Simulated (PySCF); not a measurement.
A PySCF script (with the pyscf-properties extension) for the spin–spin couplings of [Cu(N2)2]+ (SMILES N#[N]->[Cu+]<-[N]#N), on a PBE0-D3(BJ)/def2-SVP geometry:

```python
import basis_set_exchange as bse
import numpy as np
from pyscf import gto, dft
from pyscf.data import nist
from pyscf.prop import ssc

atoms = """
Cu   -0.007742   -0.005520    0.000004
N     0.000364    0.008583    1.912884
N     0.009397    0.019361    3.010223
N    -0.004402   -0.010564   -1.912850
N     0.002393   -0.011860   -3.010260
"""
names = {"Cu": "pcSseg-1", "N": "pcJ-1"}
basis = {el: gto.basis.parse(bse.get_basis(n, elements=[el], fmt="nwchem")) for el, n in names.items()}
mol = gto.M(atom=atoms, basis=basis, charge=1, verbose=0)
mf = dft.RKS(mol, xc="PBE")
mf.grids.level = 2
mf.grids.alignment = dft.numint.BLKSIZE   # the property module wants whole blocks of grid points
mf.conv_tol = 1e-9
mf.kernel()

sc = ssc.RKS(mf)
sc.with_fcsd = True   # Fermi contact and spin-dipole together
sc.max_cycle_cphf = 60
g = {"N": -0.566378}   # nuclear g factors of 15N
sc.nuc_pair = [(i, j) for i in range(mol.natm) for j in range(i + 1, mol.natm)
               if mol.atom_pure_symbol(i) in g and mol.atom_pure_symbol(j) in g]
K = sc.kernel()
unit = nist.HARTREE2J / nist.PLANCK * (0.5 * nist.E_MASS / nist.PROTON_MASS) ** 2
for (i, j), k in zip(sc.nuc_pair, K):
    a, b = mol.atom_pure_symbol(i), mol.atom_pure_symbol(j)
    J = unit * g[a] * g[b] * np.trace(k) / 3
    if abs(J) >= 1:
        print("%s%d %s%d %8.1f Hz" % (a, i, b, j, J))
```

Task: Give the expected output.

Result: 
```
N1 N2     -3.3 Hz
N1 N3      1.3 Hz
N3 N4     -3.3 Hz
```

These numbers come from an equivalent density-fitted implementation of the same equations, which agrees with the script to about 0.1 Hz, so last digits may differ.

Size and cost of the density-fitted run: 153 basis functions, 14 s wall time on 1 thread of an Arm Neoverse V2, shared host.
